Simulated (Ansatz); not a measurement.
Isolated molecules relaxed with PBE0-D4/def2-TZVP in Ansatz; ΔE leaves out vibrations. CCSD(T)/CBS adds triple-zeta CCSD(T) − MP2 to the extrapolated MP2 energy (def2 sets, frozen cores). For Ge outer-core shells are correlated without core-valence functions, which leaves a few kJ/mol of doubt a bond. Scalar relativity is left out up to krypton. One conformer a species, not always the lowest.

Consider the formal exchange of groups at a Ge–S bond: `C[O][Ge][SH]` + `CC(O)(F)F` → `C[O][Ge][F]` + `CC(O)(F)S`.

```json
{"species": "`C[O][Ge][SH]`", "SCS-MP2/def2-TZVPP energy (Eh)": "-2588.85615"}
{"species": "`CC(O)(F)F`", "SCS-MP2/def2-TZVPP energy (Eh)": "-353.03516"}
{"species": "`C[O][Ge][F]`", "SCS-MP2/def2-TZVPP energy (Eh)": "-2290.29862"}
{"species": "`CC(O)(F)S`", "SCS-MP2/def2-TZVPP energy (Eh)": "-651.59677"}
```

(1) Work out ΔE.

Largest T1 diagnostic among the species: 0.015.

Answers

(1) ΔE = (-2290.29862) + (-651.59677) − (-2588.85615) − (-353.03516) = -0.00408 Eh = -10.7 kJ/mol. CCSD(T)/CBS gives -8.6 kJ/mol.

From PBE to PBE0 (25 % exact exchange), in def2-TZVPP and without D4, ΔE moves by +5.7 kJ/mol. In def2-TZVPP, CCSD(T) changes the Hartree–Fock value by −11.5 kJ/mol (the triples alone add −0.8 kJ/mol) and MP2 by −17.5 kJ/mol.
